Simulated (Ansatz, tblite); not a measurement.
Cost and result up the ladder for Mg₂Se⁺ (the lowest doublet isomer of a short search) (3 atoms). Charge 1, multiplicity 2. Geometry: r2SCAN-D4/def2-TZVP.

```
atom   x (Å)   y (Å)   z (Å)
 Mg1   1.913   0.690   0.529
 Mg2  -1.699  -1.237  -0.004
 Se3  -0.214   0.547  -0.525
```

Ansatz on 4 threads of Arm Neoverse V1 on a shared host; xTB runs through tblite on one thread. Times are rough, summed over both states, and most runs start from the orbitals of an earlier one. ωB97M-V/def2-TZVP serves as the yardstick here, not as an exact answer. The other state is a quartet at its own geometry.

The xTB rows come from tblite. HSE06 is defined as in plane-wave codes, on full-range PBE exchange. Correlated methods freeze 11 core orbitals; core or outer-core shells of Mg, Se are correlated, in sets that lack core-valence functions. In CCSD on the charge 1 doublet the largest single amplitude is 0.37, so its Hartree–Fock determinant may place the open shell otherwise than the density functionals do. The structure comes from a short search, and lower isomers may exist.

Run but left out: HF/STO-3G, HF/def2-TZVP, HF/def2-TZVPP, MP2/def2-TZVP, MP2/def2-TZVPP (doublet: a determinant that CCSD turns far, T1 0.047).

Correlated methods converge slowly with the basis.

xTB has no spin-polarisation term.

| level | functions | wall time | quartet − doublet (eV) | difference from ωB97M-V/def2-TZVP (eV) | remarks |
| --- | --- | --- | --- | --- | --- |
| GFN1-xTB | 17 | 0.004 s | 1.76 | 0.71 | – |
| GFN2-xTB | 27 | 0.007 s | 1.58 | 0.53 | – |
| PBE-D4/def2-TZVP | 112 | 3.1 s | 1.41 | 0.35 | – |
| BLYP-D4/def2-TZVP | 112 | 3.9 s | 1.39 | 0.34 | – |
| HSE06-D4/def2-TZVP | 112 | 4.5 s | 1.23 | 0.17 | – |
| RPA@PBE/def2-TZVP | 112 | 4.5 s | 1.16 | 0.10 | – |
| r2SCAN-D4/def2-TZVP | 112 | 8.1 s | 1.30 | 0.25 | – |
| PBE0-D4/def2-TZVP | 112 | 8.6 s | 1.19 | 0.14 | – |
| B97M-V/def2-TZVP (with forces) | 112 | 14 s | 1.40 | 0.34 | – |
| ωB97M-V/def2-TZVP | 112 | 24 s | 1.06 | 0.00 | – |
| CCSD(T)/def2-TZVPP | 112 | 30 s | 1.07 | 0.01 | large T1 (0.047) (doublet) |
